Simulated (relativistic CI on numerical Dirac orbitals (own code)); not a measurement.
# What each ingredient does to the levels of Lu²⁵⁺

Base calculation: Dirac-Coulomb-Breit CI, orbitals from a KLI potential per configuration, model QED, unscaled Slater integrals.

Configurations in the expansion (outside the closed core [Ar] 3d10): 4s2.4p6.4d10, 4s2.4p6.4d9.4f, 4s2.4p5.4d10.4f, 4s2.4p6.4d9.5s, 4s.4p6.4d10.4f, 4s2.4p6.4d9.5p, 4s2.4p6.4d9.5d, 4s2.4p5.4d10.5s, 4s2.4p6.4d9.5f, 4s2.4p5.4d10.5p, 4s2.4p6.4d9.6s, 4s2.4p6.4d9.5g, 4s2.4p6.4d9.6p, 4s2.4p5.4d10.5d, 4s.4p6.4d10.5s, 4s2.4p6.4d9.6d, 4s2.4p6.4d9.6f, 4p6.4d10.4f2, 4p6.4d9.4f3, 4p5.4d10.4f3, 4p6.4d9.4f2.5s, 4p6.4d9.4f2.5p, 4p6.4d9.4f2.5d. Double excitations out of closed p, d and f shells are left out; levels of such configurations are missing from the list, as are those of other unlisted configurations, and high levels can miss mixing partners. These lack a partner that the ground configuration has and come out too high: 4s2.4p5.4d10.5s, 4s2.4p6.4d9.5f, 4s2.4p5.4d10.5p, 4s2.4p6.4d9.6s, 4s2.4p6.4d9.5g.

The lowest level and the first level of each name with at least 55 % of one term (blank where a level has no safe partner in the second run):

| Level | Base (cm⁻¹) | Shift (cm⁻¹) |
| --- | --- | --- |
| 4s2.4p6.4d10 1S_0 | 0 | 0 |
| 4s2.4p6.4d9.4f 3P°_0 | 1410682 | +1242 |
| 4s2.4p6.4d9.4f 3P°_1 | 1425327 | -13403 |
| 4s2.4p6.4d9.4f 3P°_2 | 1454292 | -42368 |
| 4s2.4p6.4d9.4f 3H°_5 | 1463128 | -11005 |
| 4s2.4p6.4d9.4f 3H°_6 | 1471675 | -19551 |
| 4s2.4p6.4d9.4f 3F°_3 | 1484837 |  |
| 4s2.4p6.4d9.4f 3F°_4 | 1506929 | -26698 |
| 4s2.4p6.4d9.4f 3G°_5 | 1520536 |  |
| 4s2.4p6.4d9.4f 3D°_1 | 1528704 | -48722 |
| 4s2.4p6.4d9.4f 3H°_4 | 1562808 |  |
| 4s2.4p6.4d9.4f 3G°_3 | 1606493 | -99980 |
| 4s2.4p6.4d9.4f 1F°_3 | 1624391 | -85517 |
| 4s2.4p6.4d9.4f 1P°_1 | 1915269 | -58541 |

At this charge energies of transitions that change n are usually good to better than 1 %, and those within a shell (Δn = 0) to a few per cent.

(1) One thing was changed in a second run, which moved the levels as shown. Which?
A. Breit term removed
B. QED terms removed
C. configuration mixing switched off
D. non-relativistic limit
E. only the first 3 configurations

Answers

(1) D. Non-relativistic limit. Without relativity the fine structure collapses and s electrons lose their extra binding.

LS names give the leading component of a level, which can be under half, so a name can repeat, a term be missing and a line seem to break the LS rules.
